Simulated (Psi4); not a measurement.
Two rigid molecules brought together: F4Si ··· C6F6 (SMILES F[Si](F)(F)F and Fc1c(F)c(F)c(F)c(F)c1F). Monomers: optimised at B3LYP-D3(BJ) (def2-TZVP), held rigid. Orientation: lowest of the rigid-body minima from ten starts at GFN2-xTB. The monomers approach along the line of their centres of mass (distance R); nothing else relaxes.

Method: SAPT0/jun-cc-pVDZ, frozen core (Psi4).

Components in kJ/mol:

| R / Å | electrostatics | exchange | induction | dispersion | total |
|---|---|---|---|---|---|
| 3.44 | -32.08 | 102.63 | -6.42 | -26.97 | 37.15 |
| 3.56 | -21.30 | 70.63 | -4.72 | -22.05 | 22.57 |
| 3.81 | -8.70 | 32.01 | -2.48 | -14.63 | 6.21 |
| 4.00 | -4.19 | 17.38 | -1.53 | -10.82 | 0.84 |
| 4.18 | -1.98 | 9.69 | -0.98 | -8.20 | -1.47 |
| 4.43 | -0.60 | 4.28 | -0.55 | -5.67 | -2.55 |
| 4.72 | -0.09 | 1.63 | -0.30 | -3.78 | -2.55 |
| 4.97 | 0.00 | 0.69 | -0.19 | -2.72 | -2.22 |
| 5.48 | -0.06 | 0.11 | -0.09 | -1.45 | -1.49 |
| 6.17 | -0.12 | 0.01 | -0.03 | -0.68 | -0.82 |
| 7.23 | -0.10 | 0.00 | -0.01 | -0.25 | -0.36 |
| 8.47 | -0.06 | 0.00 | 0.00 | -0.09 | -0.16 |
